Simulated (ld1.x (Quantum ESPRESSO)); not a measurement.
# Before and after: RRKJ potential for zirconium

zirconium (Zr), norm-conserving RRKJ (Kleinman–Bylander form), made with ld1.x (Quantum ESPRESSO) 7.5 (PBE, scalar-relativistic). Core [Ar] 3d10 4s2, reference 4p6 4d2 5s2 5p0. Waves: 4p (bound): rc 2.25 bohr; 4d (bound): rc 2.60 bohr; 5s (bound): rc 3.00 bohr. Local part: the s channel. Core correction: a·sin(br)/r model core inside 1.65 bohr. rho0 = 0.01.

All-electron outer shells of the reference configuration (PBE, scalar-relativistic, ld1.x):

| shell | level (eV) | outermost node (bohr) | outermost maximum (bohr) |
| --- | --- | --- | --- |
| 3d | -174.71 | – | 0.35 |
| 4s | -54.50 | 0.55 | 1.08 |
| 4p | -32.46 | 0.56 | 1.17 |
| 5s | -4.44 | 1.47 | 3.15 |
| 4d | -3.60 | 0.58 | 1.59 |
| 5p | -1.47 | 1.70 | 4.15 |

Change: type TM semilocal; local potential the d channel; rho0 0.

Cutoffs: the cutoffs (Ry, on a coarse ladder) from which the occupation-weighted sum of valence levels, in a spherical-Bessel basis at the reference potential, stays within 10 and 1 mRy of its value at 400 Ry; they do not see the model core or the augmentation charge, which bear on the density cutoff. Errors are all-electron minus pseudo energies relative to the spin-unpolarised reference configuration.

Q: What does the change do?

A: The potential gets harder (21 Ry and 25 Ry → 25 Ry and 35 Ry); of the 7 tests that both files solve, the error grows in 1 and shrinks in 5 by more than 15 % and 0.3 meV (median size 20.7 → 25.5 meV); neither file shows a bound ghost. A semilocal file is local in each channel, so a ghost entry of none says nothing of the separable form that plane-wave codes build from it. Several settings change at once here, so the effects cannot be laid on one of them.

```csv
quantity,base,changed
"cutoff, loose",21 Ry,25 Ry
"cutoff, tight",25 Ry,35 Ry
loose cutoff by channel (10 mRy a level),"p 18 Ry, d 18 Ry, s 6 Ry","s 6 Ry, p 18 Ry, d 21 Ry"
bound ghosts,none,none
"error for 4p6 4d2 5s1 5p0, meV [ΔE 7.14 eV]",-5.1,-4.2
"error for 4p6 4d2 5s0 5p0, meV [ΔE 20.08 eV]",-33,-26
"error for 4p6 4d1 5s0 5p0, meV [ΔE 42.70 eV]",-21,+49
"error for 4p6 4d2 5s1.5 5p0, meV [ΔE 2.88 eV]",-1.2,-1.1
"error for 4p6 4d2 5s0 5p2, meV [ΔE 6.21 eV]",-1116,+175
"error for 4p6 4d2 5s1 5p1, meV [ΔE 3.04 eV]",-483,+83
"error for 4p6 4d2.5 5s1.5 5p0, meV [ΔE 0.51 eV]",-11,-7.9
s: phases at 3.25 bohr within 0.05 rad from the reference energy up to (Ry; the scan ends near 5),1.6,1.6
p: phases at 3.25 bohr within 0.05 rad from the reference energy up to (Ry; the scan ends near 5),-0.7,-0.1
d: phases at 3.25 bohr within 0.05 rad from the reference energy up to (Ry; the scan ends near 5),0.7,1.2
```
